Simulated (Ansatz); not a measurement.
`[NH2][Ga]([NH2])[O][SiH3]`, 12 atoms. Total charge 0; spin multiplicity 1. Correlated methods include outer-core shells of Ga, which these sets cover unevenly. Scalar relativity is left out up to krypton. All runs use 4 threads of an Arm Neoverse V2 on a shared host. Correlated methods freeze the cores.

**Question.** Give the basis size and wall time and peak host memory of each of these runs in Ansatz. RKS r2SCANh-D4/def2-TZVPP energy; RHF-CCSD(T)/def2-SVP energy; RKS LC-ωPBE/def2-TZVPP energy; direct RPA on PBE orbitals/def2-TZVPP energy; RKS B97M-V/def2-TZVPP energy; RKS PBE0-D4/def2-QZVPP energy; RKS ωB97M-V/def2-QZVPP energy; RKS PBE0-D4/def2-SVP energy; RHF-MP2/def2-QZVPP energy; RKS B3LYP-D4/def2-TZVPP energy and forces; RKS ωB97M-V/def2-SVP energy; RKS PBE0-D4/def2-TZVP relaxation (17 steps). (Best estimate.)

**Answer.** Ansatz gave: Other jobs shared the machine, so times are rough.

| level | job | functions | wall time | peak host memory (GiB) |
| --- | --- | --- | --- | --- |
| RKS PBE0-D4/def2-SVP | energy | 127 | 1.6 s | 0.3 |
| RKS LC-ωPBE/def2-TZVPP | energy | 281 | 3.2 s | 0.61 |
| RKS B3LYP-D4/def2-TZVPP | energy and forces | 281 | 6.5 s | 0.92 |
| RKS ωB97M-V/def2-SVP | energy | 127 | 6.5 s | 0.45 |
| RKS r2SCANh-D4/def2-TZVPP | energy | 281 | 7 s | 0.89 |
| direct RPA on PBE orbitals/def2-TZVPP | energy | 281 | 8.5 s | 0.76 |
| RKS B97M-V/def2-TZVPP | energy | 281 | 10 s | 0.51 |
| RKS PBE0-D4/def2-QZVPP | energy | 540 | 13 s | 2.5 |
| RHF-CCSD(T)/def2-SVP | energy | 127 | 13 s | 0.77 |
| RKS ωB97M-V/def2-QZVPP | energy | 540 | 27 s | 2.9 |
| RHF-MP2/def2-QZVPP | energy | 540 | 31 s | 3.7 |
| RKS PBE0-D4/def2-TZVP | relaxation (17 steps) | 220 | 69 s | 0.69 |

B3LYP here is the variant with VWN-RPA as its local correlation; programs differ in this. LC-ωPBE has ω = 0.4 bohr⁻¹.
